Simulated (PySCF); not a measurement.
Two structures of BHSBrF, closed shell, reached by relaxing down either side of one saddle point (PBE0-D4/def2-TZVP). Energies are electronic, without zero-point energy. PySCF 2.14 with density fitting (its default auxiliary sets; JK sets also for MP2 and CCSD(T)); basis: def2-TZVPP and def2-QZVPP; cores frozen in the correlated methods. Filled d shells of the heavier atoms are correlated. The def2 sets are not built for correlating such inner shells, so the correlated values are less sure here. Extrapolation: Hartree–Fock as exp(−7.88 √X), correlation as X^−2.97. First:

B1  (-0.347, 0.297, -0.265)
Br2  (1.239, 1.211, -0.833)
S3  (-0.343, -1.101, 0.858)
H4  (0.988, -1.132, 1.022)
F5  (-1.505, 0.718, -0.727)
(Å)

Second:

B1  (-1.299, -0.176, 0.049)
Br2  (2.292, 0.933, -0.482)
S3  (-0.623, -1.285, 1.008)
H4  (1.451, -0.007, 0.192)
F5  (-1.839, 0.696, -0.706)
(Å)

Task: Which bonds change from the first to the second?

Result: BHSBrF ([F][B]([SH])[Br]) → BSF + HBr; bonds formed: Br2–H4; bonds broken: B1–Br2, S3–H4.

Task: Give the saddle point's structure and its height above each. (An estimate is asked for; the value comes from the calculation.)

Result: Computed: 47.71 kcal/mol above the first and 15.46 kcal/mol above the second (CCSD(T) at an estimated basis limit (MP2 extrapolated from triple and quadruple zeta, plus CCSD(T) − MP2 in triple zeta)).
```tsv
atom	x (Å)	y (Å)	z (Å)
B1	-0.7241	0.0218	-0.1028
Br2	1.5678	0.8203	-0.4722
S3	-0.4645	-1.2528	0.9493
H4	1.0887	-0.3814	0.4339
F5	-1.4679	0.7921	-0.8082
```

T1 diagnostic: at most 0.014.

Labels in which every atom is bracketed show which atoms are joined, not bond orders.

For scale, one of the runs: CCSD(T)/def2-TZVPP, 166 basis functions, launched by `OMP_NUM_THREADS=4 python run.py`. The run took 2.7 min on 4 CPU threads of a Oxide Virtual Turin-like (shared host), with 1.8 GiB of host memory at its peak.
